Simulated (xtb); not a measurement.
SnH3, SMILES [SnH3+], charge +1. All values are semi-empirical tight-binding results from xtb (GFN2-xTB unless named), good for trends rather than for accurate numbers. Geometry optimised at GFN2-xTB. The multiplicity is an assumed one; other spin states were not compared. The isomer is the one that the SMILES or the coordinates give; other isomers of the formula were not compared.

Optimised geometry:

```xyz
4

Sn     0.0000     0.0000     0.0000
H      1.7341     0.0000     0.0000
H     -0.8671     1.5018     0.0000
H     -0.8671    -1.5018     0.0000
```
Charge +1, spin multiplicity 1.

For metal compounds this method's bond lengths and energies can be far off.

Computed properties:
* **point group as xtb finds it**: D3h
* **orbital gap**: 4.28 eV
* **zero-point energy**: 8.4 kcal/mol
* **G − E(el) at 298.15 K (modified RRHO)**: -5.4 kcal/mol

### Question
Give the atomic charges. (Estimate from the structure and the level; the computed values follow.)

### Answer
charges (e) Sn1 0.36, H2 0.21, H3 0.21, H4 0.21.
